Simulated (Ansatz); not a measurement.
A run for Ansatz (a program for electronic structure): R-CCSD(T)/aug-cc-pV(Q+d)Z on H2 (SMILES [H][H]) with ghost functions. Files ending in .json are basis or fitting sets from the Basis Set Exchange.

Ansatz 0.2 input:
```yaml
crystal:
  periodic: [false, false, false]
  atoms:
    - {symbol: H, position_ang: [-0.35292607, 0.02695530, 2.80097892]}
    - {symbol: H, position_ang: [0.36558137, -0.16997253, 2.80402480]}
basis:
  gaussian:
    orbitals: aug-cc-pV_Q+d_Z.json
    ghost_atoms:
      - {symbol: Cl, position_ang: [-0.11795616, -0.58843122, -0.72128949]}
      - {symbol: H, position_ang: [-0.07378760, -0.40224195, 0.54698815]}
magnetization: {spin_polarized: false}
correlation: {method: ccsd_t, electrons: outside_noble_gas}
scf: {lower_state_search: off}
```

### Question
Give the final energy of this run.

### Answer
-1.1739 hartree (reference determinant -1.1334, T1 diagnostic 0.006).

### Question
How many basis functions does it have, and what does it roughly cost on one machine?

### Answer
227 functions; about 30 core-seconds (a rough figure).
